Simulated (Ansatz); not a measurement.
`[SiH3]OCS[SiH3]` + `[OH][Cd][F]` → `[F][Cd][O][SiH3]` + `OCS[SiH3]`  (ligand exchange at the Si–O bond)

Computed with Ansatz on PBE0-D4/def2-TZVP structures; ΔE is electronic, products minus reactants. CBS: MP2 limit from def2 TZ/QZ plus the TZ coupled-cluster correction, frozen cores. DFT in def2-TZVPP. Elements past krypton have def2 core potentials. For Cd outer-core shells are correlated without core-valence functions, which leaves a few kJ/mol of doubt a bond. One conformer a species, not always the lowest.

**Question.** Is it downhill or uphill in electronic energy at CCSD(T)/CBS, and by how much? (Estimate.)

**Answer.** Computed: Downhill: ΔE = -21.0 kJ/mol.

**Question.** What do these levels give: r2SCANh-D4, r2SCAN0-D4, r2SCAN, MP2/def2-SVP, CCSD/def2-TZVPP, CCSD/CBS(def2)? (Best estimate.)

**Answer.** Computed: r2SCANh-D4 -23.6, r2SCAN0-D4 -25.1, r2SCAN -23.9, MP2/def2-SVP -29.5, CCSD/def2-TZVPP -25.1, CCSD/CBS(def2) -21.9 kJ/mol.

Largest T1 diagnostic among the species: 0.017.

The D4 term adds +4.7 kJ/mol with B3LYP and +3.0 kJ/mol with PBE0; it sums over pairs of atoms, weighted by their polarisabilities, and B3LYP, whose exchange is more repulsive, gets the larger term. At CCSD(T), def2-SVP lies −7.9 kJ/mol from the extrapolated value and def2-TZVPP −3.1 kJ/mol.

B3LYP here is the variant with VWN-RPA as its local correlation; programs differ in this.
